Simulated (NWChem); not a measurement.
System: CH$_{5}$FOSi$_{2}$; SMILES O=C[SiH2][SiH2]F

Input file for NWChem:

```
start job
memory heap 200 mb stack 900 mb global 1100 mb
geometry units angstroms noautosym nocenter noautoz
  O      0.998071    -2.332500     0.504626
  C      0.523837    -1.800911    -0.466175
  Si    -0.970873    -0.576506    -0.297311
  Si    -0.164892     1.458230     0.552986
  F      0.897545     2.068694    -0.525103
  H      0.957517    -1.989449    -1.487799
  H     -1.626851    -0.366095    -1.624752
  H     -1.943158    -1.160827     0.674414
  H      0.546588     1.244560     1.845171
  H     -1.264435     2.450252     0.733746
end
basis spherical
  * library def2-tzvp
end
dft
  xc b3lyp
  iterations 150
  semidirect filesize 400000000
end
property
  efieldgrad
end
task dft property
```

Excerpt of the output:

```
             Northwest Computational Chemistry Package (NWChem) 7.3.0
             --------------------------------------------------------

                             Geometry "geometry" -> ""
                             -------------------------

 Output coordinates in angstroms (scale by  1.889725989 to convert to a.u.)

  No.       Tag          Charge          X              Y              Z
 ---- ---------------- ---------- -------------- -------------- --------------
    1 O                    8.0000     0.99807100    -2.33250000     0.50462600
    2 C                    6.0000     0.52383700    -1.80091100    -0.46617500
    3 Si                  14.0000    -0.97087300    -0.57650600    -0.29731100
    4 Si                  14.0000    -0.16489200     1.45823000     0.55298600
    5 F                    9.0000     0.89754500     2.06869400    -0.52510300
    6 H                    1.0000     0.95751700    -1.98944900    -1.48779900
    7 H                    1.0000    -1.62685100    -0.36609500    -1.62475200
    8 H                    1.0000    -1.94315800    -1.16082700     0.67441400
    9 H                    1.0000     0.54658800     1.24456000     1.84517100
   10 H                    1.0000    -1.26443500     2.45025200     0.73374600

 Effective nuclear repulsion energy (a.u.)     270.0062946697

                              NWChem Property Module
                              ----------------------

  itol2e modified to match energy
  convergence criterion.

                                 NWChem DFT Module
                                 -----------------

 Summary of "ao basis" -> "ao basis" (spherical)
 ------------------------------------------------------------------------------
       Tag                 Description            Shells   Functions and Types
 ---------------- ------------------------------  ------  ---------------------
 O                         def2-tzvp                11       31   5s3p2d1f
 C                         def2-tzvp                11       31   5s3p2d1f
 Si                        def2-tzvp                13       37   5s5p2d1f
 F                         def2-tzvp                11       31   5s3p2d1f
 H                         def2-tzvp                 4        6   3s1p

  itol2e modified to match energy
  convergence criterion.

            General Information
            -------------------
          SCF calculation type: DFT
          Wavefunction type:  closed shell.
          No. of atoms     :    10
          No. of electrons :    56
           Alpha electrons :    28
            Beta electrons :    28
          Charge           :     0
          Spin multiplicity:     1
          Use of symmetry is: off; symmetry adaption is: off
          Maximum number of iterations: 150
          AO basis - number of functions:   197
                     number of shells:    79
          Convergence on energy requested:  1.00D-07
          Convergence on density requested:  1.00D-05
          Convergence on gradient requested:  5.00D-04

              XC Information
              --------------
                         B3LYP Method XC Potential
                     Hartree-Fock (Exact) Exchange  0.200
                        Slater Exchange Functional  0.800 local
                    Becke 1988 Exchange Functional  0.720 non-local
              Lee-Yang-Parr Correlation Functional  0.810
                  VWN I RPA Correlation Functional  0.190 local

[...]

          -----------------------
          Electric field gradient
          -----------------------

 1 a.u. = 0.324123 10**(16) esu/cm**3  ( or statvolts/cm**2 ) = 0.97174 10**(22) v/m**2

 ------------------------------------------------------------
   Atom      X         Y         Z
 ------------------------------------------------------------
    1 O    1.88608  -4.40779   0.95360
 ------------------------------------------------------------

 Electric field gradient in molecular frame (a.u.)
         XX             YY             ZZ             XY             XZ             YZ
 ------------------------------------------------------------------------------------------
        0.194249      -0.670117       0.475868      -1.400161      -1.027503       0.486786

 Principal components (a.u.) and orientation
 of principal axis w.r.t. absolute frame                      Asymmetry parameter eta
 --------------------------------------------------------------------------------------
        2.033384      -1.729997      -0.303388                       0.701593

        0.672210       0.625562       0.395987
       -0.453512       0.770684      -0.447630
       -0.585201       0.121317       0.801762

 ------------------------------------------------------------
   Atom      X         Y         Z
 ------------------------------------------------------------
    2 C    0.98991  -3.40323  -0.88094
 ------------------------------------------------------------

 Electric field gradient in molecular frame (a.u.)
         XX             YY             ZZ             XY             XZ             YZ
 ------------------------------------------------------------------------------------------
       -0.026572      -0.232024       0.258596      -0.445257      -0.059749      -0.088153

 Principal components (a.u.) and orientation
 of principal axis w.r.t. absolute frame                      Asymmetry parameter eta
 --------------------------------------------------------------------------------------
       -0.599394       0.328796       0.270598                       0.097094

        0.617016       0.764821      -0.185311
        0.777306      -0.629070      -0.008182
        0.122832       0.138994       0.982646

 ------------------------------------------------------------
   Atom      X         Y         Z
 ------------------------------------------------------------
    3 Si  -1.83468  -1.08944  -0.56184
 ------------------------------------------------------------

 Electric field gradient in molecular frame (a.u.)
         XX             YY             ZZ             XY             XZ             YZ
 ------------------------------------------------------------------------------------------
       -0.060292       0.029110       0.031182       0.090769      -0.002245       0.012532

 Principal components (a.u.) and orientation
 of principal axis w.r.t. absolute frame                      Asymmetry parameter eta
 --------------------------------------------------------------------------------------
       -0.117261       0.087194       0.030068                       0.487171

        0.846234       0.514879      -0.137065
       -0.529697       0.840746      -0.112101
        0.057519       0.167467       0.984198

 ------------------------------------------------------------
   Atom      X         Y         Z
 ------------------------------------------------------------
    4 Si  -0.31160   2.75566   1.04499
 ------------------------------------------------------------

 Electric field gradient in molecular frame (a.u.)
         XX             YY             ZZ             XY             XZ             YZ
 ------------------------------------------------------------------------------------------
       -0.083167       0.167326      -0.084159      -0.287284       0.458454       0.233347

 Principal components (a.u.) and orientation
 of principal axis w.r.t. absolute frame                      Asymmetry parameter eta
 --------------------------------------------------------------------------------------
       -0.698821       0.392994       0.305827                       0.124734

       -0.660091       0.747853       0.070677
       -0.391634      -0.422904       0.817175
        0.641017       0.511730       0.572040

 ------------------------------------------------------------
   Atom      X         Y         Z
 ------------------------------------------------------------
    5 F    1.69611   3.90926  -0.99230
 ------------------------------------------------------------

 Electric field gradient in molecular frame (a.u.)
         XX             YY             ZZ             XY             XZ             YZ
 ------------------------------------------------------------------------------------------
       -0.172022       0.358513      -0.186492      -0.446864       0.795552       0.463187

 Principal components (a.u.) and orientation
 of principal axis w.r.t. absolute frame                      Asymmetry parameter eta
 --------------------------------------------------------------------------------------
       -1.234784       0.625451       0.609333                       0.013053

       -0.651415       0.270613       0.708821
       -0.374522       0.697791      -0.610591
        0.659843       0.663217       0.353201

 ------------------------------------------------------------
   Atom      X         Y         Z
 ------------------------------------------------------------
    6 H    1.80944  -3.75951  -2.81153
 ------------------------------------------------------------

 Electric field gradient in molecular frame (a.u.)
         XX             YY             ZZ             XY             XZ             YZ
 ------------------------------------------------------------------------------------------
        0.067593       0.106704      -0.174297       0.019481       0.121154      -0.051890

[...]
```

Level: B3LYP/def2-TZVP. Geometry: optimised at PBE0/def2-SVP. NWChem prints the field gradient with the sign opposite to the second derivative of the potential.
